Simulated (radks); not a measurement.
Numerical settings for neutral krypton, [Kr]. Method: scalar-relativistic Kohn-Sham, r2SCAN, spin-polarised, spherical densities, finite nucleus; meta-GGA in the generalised Kohn-Sham scheme; Fermi nuclear charge, rms radius 4.1884 fm; computed with a radial shooting solver on a logarithmic mesh with Libxc functionals. The defaults (mesh step 0.008 in ln r, mesh end at 40 bohr or more with all orbitals vanishing there, Anderson mixing 0.5 over 9 steps, residual threshold near 1e-9 with the energy settled to 1e-9 hartree or 1e-11 of itself, here a cap of 83 iterations) give E = -2790.728 hartree and 4p at -9.651 eV in 13 iterations. Times are rough (one thread of a shared host). Changes against that run (0 stands for a change within the tolerance of the run):

setting	iterations	converged	E (mhartree)	e(4p) (meV)	CPU (s)
mesh step in ln r 0.03	12	yes	0	0	0.05
mesh step in ln r 0.012	12	yes	0	+0.0181	0.1
mesh step in ln r 0.003	14	yes	0	+0.0255	0.42
mesh end (bohr) 12	13	yes	0	+0.0282	0.15
mesh end (bohr) 2	12	level above zero	+9.95e+03	+6.12e+04	0.12
residual threshold 0.01	9	yes	0	+1.13	0.11
residual threshold 1e-05	11	yes	0	+0.18	0.14
mixing 2.5	18	yes	0	-0.00844	0.2
linear mixing, mixing 0.2	62	yes	0	-0.00401	0.6
linear mixing, mixing 0.05	83	no	+2.11	-47.9	0.88
mixing history 2	19	yes	0	0	0.2
iteration cap 8	8	no	0	+1.13	0.1

Settled on a wrong energy, with an occupied level pushed above zero by the early mesh end: mesh end (bohr) 2 (+9.95 hartree). Apart from these: no run marked as converged misses the energy by more than 1 mhartree. A mesh that ends early acts as a hard wall.
